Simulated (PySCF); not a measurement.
**Basis and Hamiltonian dependence of the excitation energy of Ru²⁺**

Ru²⁺ [Kr] 4d6 (5D) → Ru²⁺ [Kr] 4d5 5s1 (7S). All values are computed (PySCF 2.14, energy differences of UHF-based or UKS calculations, no spin-orbit coupling). Values in eV.

```json
{"basis": "aug-cc-pVDZ-PP with ECP28MDF", "Hamiltonian": "ECP", "functions": "54", "UHF": "2.596", "PBE": "3.082", "PBE0": "3.191", "MP2 (valence)": "3.041", "CCSD(T) (valence)": "3.059", "CCSD(T) (valence and next inner shell)": "n/a"}
{"basis": "def2-TZVPPD with the def2 core potential (28 electrons)", "Hamiltonian": "ECP", "functions": "56", "UHF": "2.533", "PBE": "3.039", "PBE0": "3.144", "MP2 (valence)": "3.170", "CCSD(T) (valence)": "3.180", "CCSD(T) (valence and next inner shell)": "2.897"}
{"basis": "ANO-RCC-VTZP", "Hamiltonian": "spin-free X2C", "functions": "68", "UHF": "2.766", "PBE": "3.424", "PBE0": "3.499", "MP2 (valence)": "3.425", "CCSD(T) (valence)": "3.429", "CCSD(T) (valence and next inner shell)": "3.211"}
{"basis": "aug-cc-pwCVDZ-PP with ECP28MDF", "Hamiltonian": "ECP", "functions": "70", "UHF": "2.464", "PBE": "2.981", "PBE0": "3.082", "MP2 (valence)": "3.013", "CCSD(T) (valence)": "3.015", "CCSD(T) (valence and next inner shell)": "2.632"}
{"basis": "x2c-TZVPPall", "Hamiltonian": "spin-free X2C", "functions": "79", "UHF": "2.620", "PBE": "3.336", "PBE0": "3.395", "MP2 (valence)": "3.299", "CCSD(T) (valence)": "3.306", "CCSD(T) (valence and next inner shell)": "3.090"}
{"basis": "def2-QZVPPD with the def2 core potential (28 electrons)", "Hamiltonian": "ECP", "functions": "88", "UHF": "2.483", "PBE": "2.938", "PBE0": "3.052", "MP2 (valence)": "3.160", "CCSD(T) (valence)": "3.161", "CCSD(T) (valence and next inner shell)": "n/a"}
{"basis": "x2c-TZVPPall with one added diffuse shell each of s, p, d, f type", "Hamiltonian": "spin-free X2C", "functions": "95", "UHF": "2.607", "PBE": "3.308", "PBE0": "3.370", "MP2 (valence)": "3.281", "CCSD(T) (valence)": "3.285", "CCSD(T) (valence and next inner shell)": "3.067"}
{"basis": "aug-cc-pVTZ-DK", "Hamiltonian": "spin-free X2C", "functions": "102", "UHF": "2.521", "PBE": "3.138", "PBE0": "3.215", "MP2 (valence)": "3.162", "CCSD(T) (valence)": "3.163", "CCSD(T) (valence and next inner shell)": "n/a"}
{"basis": "aug-cc-pVTZ-PP with one added diffuse shell each of s, p, d, f, g type with ECP28MDF", "Hamiltonian": "ECP", "functions": "113", "UHF": "2.436", "PBE": "2.899", "PBE0": "3.011", "MP2 (valence)": "3.076", "CCSD(T) (valence)": "n/a", "CCSD(T) (valence and next inner shell)": "n/a"}
{"basis": "x2c-QZVPPall", "Hamiltonian": "spin-free X2C", "functions": "118", "UHF": "2.533", "PBE": "3.167", "PBE0": "3.240", "MP2 (valence)": "3.215", "CCSD(T) (valence)": "n/a", "CCSD(T) (valence and next inner shell)": "n/a"}
{"basis": "aug-cc-pwCVTZ-PP with ECP28MDF", "Hamiltonian": "ECP", "functions": "122", "UHF": "2.448", "PBE": "2.904", "PBE0": "3.017", "MP2 (valence)": "3.156", "CCSD(T) (valence)": "n/a", "CCSD(T) (valence and next inner shell)": "n/a"}
```

Question: Estimate the row for aug-cc-pVTZ-PP with ECP28MDF (ECP, 88 functions).

Answer: From the rows with the same Hamiltonian and similar size; the calculation gives UHF 2.44; PBE 2.90; PBE0 3.01; MP2 (valence) 3.08; CCSD(T) (valence) 3.08 (eV).

Frozen in the all-electron rows: valence: [Kr]; valence and next inner shell: [Ar] 3d10; with a core potential, the same shells as far as they lie outside it.
